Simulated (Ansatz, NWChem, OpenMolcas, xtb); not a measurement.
Ligand exchange: SnH3Br + CH5N → SnH3(NH2) + CH3Br

Species: SnH3Br `[Br][SnH3]`, singlet; CH5N (methylamine) `CN`, singlet; SnH3(NH2), singlet; CH3Br (bromomethane) `CBr`, singlet. The partners trade Br for NH2: Sn–Br and C–NH2 bonds give way to Sn–NH2 and C–Br.

Shapes, held fixed at every level: PBE0-D4/def2-TZVP. Programs: Ansatz 0.2.0, NWChem 7.3.0, OpenMolcas 26.06, xtb 6.7.1. A level may come from different programs for different species; with the same settings they agree closely. The zero-point and thermal change to 298 K, harmonic and unscaled (PBE0-D4/def2-TZVP), is -6.5 kJ/mol.

| level | kind | ΔH(298 K) (kJ/mol) | less CCSD(T)/def2-TZVPP |
| --- | --- | --- | --- |
| GFN2-xTB | semi-empirical | +133.4 | +57.1 |
| PBE-D4/def2-TZVPP | GGA | +82.0 | +5.7 |
| PBE0/def2-SVP | global hybrid | +104.8 | +28.5 |
| B3LYP-D4/def2-TZVPP | global hybrid | +85.1 | +8.8 |
| BHLYP-D4/def2-TZVPP | global hybrid | +94.0 | +17.7 |
| r2SCAN0-D4/def2-TZVPP | global hybrid | +91.0 | +14.7 |
| B2PLYP/def2-TZVPP | double hybrid | +82.0 | +5.7 |
| MP2/def2-SVP | perturbation theory | +101.9 | +25.6 |
| CCSD(T)/def2-TZVPP | coupled cluster or CI | +76.3 | 0.0 |

The highest level, CCSD(T)/def2-TZVPP, gives ΔH(298 K) = +76.3 kJ/mol; the levels span +76.3 to +133.4. The column of differences is taken from that level and isn't an error. No measured value is set beside it here. For atoms past krypton def2 sets carry core potentials with scalar relativity. Relativity is left out for Br unless named. Correlated rows may include outer-core shells of Br, Sn, which these sets cover unevenly.
